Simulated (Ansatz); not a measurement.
`[CH3][AlH][NH][SiH2]Cl` → `[CH2]` (triplet) + `[AlH2][NH][SiH2]Cl`  (formal loss of a carbene)

Gas-phase electronic energies from Ansatz, PBE0-D4/def2-TZVP geometries. CCSD(T)/CBS is the MP2 limit (def2-TZVPP, def2-QZVPP) plus CCSD(T) − MP2 in def2-TZVPP, frozen cores. This one scheme is used for every species. DFT in def2-TZVPP. B3LYP here is the variant with VWN-RPA as its local correlation; programs differ in this. Triplets are unrestricted, without spin–orbit coupling. Each species was taken in one conformer, which may not be the lowest.

```tsv
level	ΔE (kJ/mol)
B3LYP-D4	473.3
ωB97M-V	484.5
PBE0	474.6
B3LYP	465.4
MP2/def2-TZVPP	482.9
HF/def2-QZVPP	327.4
SCS-MP2/def2-QZVPP	488.9
HF/CBS(def2)	327.4
```

Question: What does CCSD(T)/CBS give? (Best estimate.)

Answer: The calculation gave: +481.1 kJ/mol. The listed levels differ from it by -7.8, 3.4, -6.5, -15.7, 1.8, -153.7, 7.8, -153.7 kJ/mol.

Largest T1 diagnostic among the species: 0.011.

In def2-TZVPP, CCSD(T) changes the Hartree–Fock value by +141.2 kJ/mol (the triples alone add +11.6 kJ/mol) and MP2 by +155.6 kJ/mol. From PBE to PBE0 (25 % exact exchange), in def2-TZVPP and without D4, ΔE moves by −8.7 kJ/mol. The D4 term adds +7.8 kJ/mol with B3LYP and +4.4 kJ/mol with PBE0; it sums over pairs of atoms, weighted by their polarisabilities, and B3LYP, whose exchange is more repulsive, gets the larger term.
